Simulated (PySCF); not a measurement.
Compound: lithium bromide, LiBr.
Cartesian coordinates in Å at the PBE0-D3(BJ)/def2-SVP level; atoms count from 1:
```
atom  x, y, z in Å
Li1    1.0833   -0.0063   -0.0051
Br2   -1.0778    0.0089   -0.0232
```

Method used: TDDFT B3LYP/def2-SVPD, vertical, gas phase, core orbitals frozen in the response (PySCF 2.14.0, density-fitted response routines). The B3LYP/def2-SVPD calculation is non-relativistic and has no spin–orbit coupling, an omission that weighs most on bromine.

Computed states:

```
state  E (eV)       f
   S1    4.00   0.024
   S2    4.00   0.024
   S3    4.76   0.028
   S4    5.58  0.0000
   S5    5.58  0.0000
   S6    5.62  0.0000
   S7    6.06   0.154
   S8    6.28   0.024
   S9    6.28   0.024
```

Broadening: Gaussians 0.4 eV wide at half height, area fixed by f = 4.319×10⁻⁹ ∫ε dν̃. The width is an assumption, not a result. The curve ends short of the highest state used, and states not computed would add to its high-energy end.

(1) What does the envelope look like, and where are its maxima?

(2) Coming from long wavelengths, where does ε first pass 100 L mol⁻¹ cm⁻¹?

(3) On this curve, what absorbance would a 10⁻³ mol/L sample give at 222 nm over a 1 cm path?

## Answers

(1) 
E (eV), ε (L mol⁻¹ cm⁻¹) and a bar:
```
     3.40          6 
     3.45         17 
     3.51         50 
     3.56        111 #
     3.61        229 ##
     3.67        485 ####
     3.72        824 ########
     3.77       1285 ############
     3.82       1837 #################
     3.88       2516 #######################
     3.93       2972 ############################
     3.98       3220 ##############################
     4.04       3161 #############################
     4.09       2831 ##########################
     4.14       2326 ######################
     4.20       1644 ###############
     4.25       1131 ###########
     4.30        739 #######
     4.35        497 #####
     4.41        406 ####
     4.46        483 ####
     4.51        679 ######
     4.57       1028 ##########
     4.62       1358 #############
     4.67       1656 ###############
     4.72       1854 #################
     4.78       1895 ##################
     4.83       1755 ################
     4.88       1490 ##############
     4.94       1092 ##########
     4.99        766 #######
     5.04        493 #####
     5.10        259 ##
     5.15        138 #
     5.20         67 #
     5.25         30 
     5.31         11 
     5.36          6 
     5.41          8 
     5.47         24 
     5.52         64 #
     5.57        157 #
     5.63        412 ####
     5.68        836 ########
```

Maxima: 310 nm (4.00 eV), ε about 3200, made up of S1 (50%) and S2 (50%); 260 nm (4.76 eV), ε about 1900, made up of S3 (100%) (ε in L mol⁻¹ cm⁻¹; maxima over ε = 5, shares over 10%). At its high-energy end, 5.68 eV, the curve is still rising (ε about 840, from S7).

(2) At about 349 nm (3.55 eV), 0.45 eV below S1.

(3) 222 nm is 5.585 eV, where ε is about 200 L mol⁻¹ cm⁻¹, so A = ε c l ≈ 0.2 (Beer–Lambert, with the gas-phase spectrum and the assumed width).

The vertical ionisation energy (ΔSCF) is 9.57 eV, 3.29 eV above S9.

On an x86-64 server with one thread (shared host), this took 2.0 s of wall time.
